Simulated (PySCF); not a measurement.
PySCF input file for Se(Br)(SiH3) (BrH₃SeSi), SMILES [SiH3][Se]Br, TDA-B3LYP/def2-SVPD. Geometry: PBE-D3(BJ)/def2-SVP. This is a generated structure with no PubChem entry under its InChIKey; it may be hypothetical.

```python
import numpy as np
from pyscf import gto, scf, dft, tdscf

mol = gto.M(
    atom='''
    Se    0.87705637   -0.55004053   -0.00000000
    Br   -0.33737463    1.48193239    0.00000000
    Si   -0.99598528   -1.89640430   -0.00000000
    H    -0.42400073   -3.28865568    0.00000000
    H    -1.82200496   -1.66396996   -1.23130987
    H    -1.82200495   -1.66396996    1.23130988
    ''',
    basis='def2-SVPD',
    charge=0,
    spin=0,
    symmetry=True,
    max_memory=1600,
    verbose=4,
)
mf = dft.RKS(mol, xc='b3lyp').density_fit(auxbasis='def2-universal-jkfit')
mf.grids.level = 3
mf.conv_tol = 1e-9
mf.max_cycle = 100
mf.kernel()
mf.grids = dft.Grids(mol).set(level=1).build(with_non0tab=True)  # coarser grid for the response kernel
td = tdscf.TDA(mf)
td.singlet = True
td.nstates = 10
td.conv_tol = 1e-4
td.positive_eig_threshold = 1e-6
td.kernel(x0=td.get_init_guess(mf, 15))
td.analyze()
tt = tdscf.TDA(mf)
tt.singlet = False
tt.nstates = 4
tt.conv_tol = 1e-4
tt.positive_eig_threshold = 1e-6
tt.kernel(x0=tt.get_init_guess(mf, 9))
tt.analyze(verbose=3)
```

Log of the run:

```
PySCF version 2.14.0

[INPUT] verbose = 4
[INPUT] num. atoms = 6
[INPUT] num. electrons = 86
[INPUT] charge = 0
[INPUT] spin (= nelec alpha-beta = 2S) = 0
[INPUT] symmetry True subgroup None
[INPUT] Mole.unit = angstrom
[INPUT] Symbol           X                Y                Z      unit          X                Y                Z       unit  Magmom
[INPUT]  1 Se     0.877056370000  -0.550040530000   0.000000000000 AA    1.657396335105  -1.039425959111   0.000000000000 Bohr   0.0
[INPUT]  2 Br    -0.337374630000   1.481932390000   0.000000000000 AA   -0.637545652076   2.800446352222   0.000000000000 Bohr   0.0
[INPUT]  3 Si    -0.995985280000  -1.896404300000   0.000000000000 AA   -1.882139403298  -3.583684748448   0.000000000000 Bohr   0.0
[INPUT]  4 H     -0.424000730000  -3.288655680000   0.000000000000 AA   -0.801245256316  -6.214658553195   0.000000000000 Bohr   0.0
[INPUT]  5 H     -1.822004960000  -1.663969960000  -1.231309870000 AA   -3.443090371999  -3.144447503903  -2.326838428774 Bohr   0.0
[INPUT]  6 H     -1.822004950000  -1.663969960000   1.231309880000 AA   -3.443090353102  -3.144447503903   2.326838447671 Bohr   0.0

nuclear repulsion = 497.195589011872
point group symmetry = Cs
symmetry origin: [-6.59206751e-10 -3.73550516e-09  2.19735594e-10]
symmetry axis x: [ 1.00000000e+00  2.43127026e-09 -1.23544699e-10]
symmetry axis y: [ 2.43127026e-09 -1.00000000e+00  1.10327958e-10]
symmetry axis z: [1.23544699e-10 1.10327958e-10 1.00000000e+00]
num. orbitals of irrep A' = 87
num. orbitals of irrep A" = 43
number of shells = 52
number of NR pGTOs = 238
number of NR cGTOs = 130
basis = def2-SVPD
ecp = {}


[settings echo left out]
init E= -5264.45708093882
HOMO (A") = -0.257693388282727  LUMO (A') = -0.151505849080439  gap/eV = 2.88951
cycle= 1 E= -5266.412394343  delta_E= -1.96  |g|= 0.241  |ddm|= 2.75
HOMO (A") = -0.250588965322745  LUMO (A') = -0.11950603474087  gap/eV = 3.56695
cycle= 2 E= -5266.41454419256  delta_E= -0.00215  |g|= 0.181  |ddm|= 0.47
HOMO (A") = -0.244208610504225  LUMO (A') = -0.115168679119906  gap/eV = 3.51136
cycle= 3 E= -5266.42033655947  delta_E= -0.00579  |g|= 0.0544  |ddm|= 0.271
HOMO (A") = -0.248891907702873  LUMO (A') = -0.11726585041358  gap/eV = 3.58173
cycle= 4 E= -5266.42120484279  delta_E= -0.000868  |g|= 0.014  |ddm|= 0.0851
HOMO (A") = -0.249211678034835  LUMO (A') = -0.117639994717341  gap/eV = 3.58025
cycle= 5 E= -5266.42125251156  delta_E= -4.77e-05  |g|= 0.00455  |ddm|= 0.0236
HOMO (A") = -0.249225220409804  LUMO (A') = -0.117551552483997  gap/eV = 3.58302
cycle= 6 E= -5266.42125929972  delta_E= -6.79e-06  |g|= 0.000652  |ddm|= 0.00725
HOMO (A") = -0.249112811254024  LUMO (A') = -0.117428230128123  gap/eV = 3.58332
cycle= 7 E= -5266.4212593875  delta_E= -8.78e-08  |g|= 0.000219  |ddm|= 0.00143
HOMO (A") = -0.249143001087565  LUMO (A') = -0.117462146124455  gap/eV = 3.58322
cycle= 8 E= -5266.42125940188  delta_E= -1.44e-08  |g|= 4.89e-05  |ddm|= 0.000425
HOMO (A") = -0.249140712363475  LUMO (A') = -0.11746124579047  gap/eV = 3.58318
cycle= 9 E= -5266.42125940276  delta_E= -8.82e-10  |g|= 6.34e-06  |ddm|= 7.76e-05
HOMO (A") = -0.249140047513827  LUMO (A') = -0.117460501064512  gap/eV = 3.58318
Extra cycle  E= -5266.42125940276  delta_E= -1.82e-12  |g|= 5.37e-06  |ddm|= 1.78e-05
converged SCF energy = -5266.42125940276
tot grids = 28496
Overwritten attributes  positive_eig_threshold  of <class 'pyscf.tdscf.rks.TDA'>


******** <class 'pyscf.tdscf.rks.TDA'> for <class 'pyscf.df.df_jk.DFSymAdaptedRKS'> ********
nstates = 10 singlet
deg_eia_thresh = 1.000e-03
wfnsym = None
conv_tol = 0.0001
eigh lindep = 1e-12
eigh level_shift = 0
eigh max_cycle = 100


Excitation energies (eV)
[2.47933055 3.73334099 4.58985624 4.89684341 5.53930003 5.9991211
 6.20394345 6.21548091 6.29981054 6.46494516]

** Singlet excitation energies and oscillator strengths **
Excited State   1:   A"      2.47933 eV    500.07 nm  f=0.0007
      43 -> 44        0.70577
Excited State   2:   A'      3.73334 eV    332.10 nm  f=0.0039
      42 -> 44       -0.70444
Excited State   3:   A"      4.58986 eV    270.13 nm  f=0.0013
      41 -> 44       -0.69845
Excited State   4:   A"      4.89684 eV    253.19 nm  f=0.0058
      43 -> 45        0.69757
Excited State   5:   A'      5.53930 eV    223.83 nm  f=0.0135
      37 -> 44       -0.10024
      39 -> 44        0.29834
      40 -> 44        0.62773
Excited State   6:   A"      5.99912 eV    206.67 nm  f=0.0012
      43 -> 46        0.70333
Excited State   7:   A"      6.20394 eV    199.85 nm  f=0.0020
      38 -> 44       -0.70280
Excited State   8:   A'      6.21548 eV    199.48 nm  f=0.0357
      37 -> 44       -0.20162
      39 -> 44       -0.56134
      40 -> 44        0.22553
      42 -> 45        0.28959
Excited State   9:   A'      6.29981 eV    196.81 nm  f=0.0408
      39 -> 44        0.24250
      42 -> 45        0.57706
      43 -> 47        0.29208
Excited State  10:   A"      6.46495 eV    191.78 nm  f=0.0011
      43 -> 48       -0.69859

** Transition electric dipole moments (AU) **
state          X           Y           Z        Dip. S.      Osc.
  1         0.0000      0.0000     -0.1056      0.0112      0.0007
  2        -0.2058     -0.0284     -0.0000      0.0432      0.0039
  3        -0.0000     -0.0000     -0.1092      0.0119      0.0013
  4         0.0000      0.0000      0.2196      0.0482      0.0058
  5        -0.1025      0.2979     -0.0000      0.0993      0.0135
  6        -0.0000     -0.0000     -0.0904      0.0082      0.0012
  7         0.0000     -0.0000      0.1152      0.0133      0.0020
  8        -0.0722      0.4790      0.0000      0.2347      0.0357
  9        -0.2278     -0.4608      0.0000      0.2643      0.0408
 10         0.0000      0.0000      0.0850      0.0072      0.0011

** Transition velocity dipole moments (imaginary part, AU) **
state          X           Y           Z        Dip. S.      Osc.
  1         0.0000     -0.0000     -0.0681      0.0046      0.0339
  2        -0.0627     -0.0354     -0.0000      0.0052      0.0252
  3        -0.0000     -0.0000     -0.0319      0.0010      0.0040
  4         0.0000      0.0000      0.0512      0.0026      0.0097
  5        -0.0098      0.0121      0.0000      0.0002      0.0008
  6         0.0000      0.0000      0.0131      0.0002      0.0005
  7         0.0000     -0.0000      0.0126      0.0002      0.0005
  8         0.0111      0.0386      0.0000      0.0016      0.0047
  9        -0.0533     -0.0617     -0.0000      0.0067      0.0192
 10         0.0000     -0.0000      0.0054      0.0000      0.0001

** Transition magnetic dipole moments (imaginary part, AU) **
state          X           Y           Z
  1         0.3848      0.0932     -0.0000
  2         0.0000     -0.0000      0.0059
  3        -0.5175     -0.2713      0.0000
  4         0.1410      0.1351      0.0000
  5         0.0000     -0.0000     -0.7418
  6        -0.1043     -0.7367     -0.0000
  7        -0.1037     -0.1653     -0.0000
  8         0.0000     -0.0000     -0.1115
  9        -0.0000     -0.0000      1.0187
 10         0.0298      0.6356      0.0000


******** <class 'pyscf.tdscf.rks.TDA'> for <class 'pyscf.df.df_jk.DFSymAdaptedRKS'> ********
nstates = 4 triplet
deg_eia_thresh = 1.000e-03
wfnsym = None
conv_tol = 0.0001
eigh lindep = 1e-12
eigh level_shift = 0
eigh max_cycle = 100


Excitation energies (eV)
[1.80446367 3.10315748 4.01047409 4.57131313]

** Triplet excitation energies and oscillator strengths **
Excited State   1:   A"      1.80446 eV    687.10 nm  f=0.0000
Excited State   2:   A'      3.10316 eV    399.54 nm  f=0.0000
Excited State   3:   A"      4.01047 eV    309.15 nm  f=0.0000
Excited State   4:   A"      4.57131 eV    271.22 nm  f=0.0000
```

The calculation finished and met its thresholds.
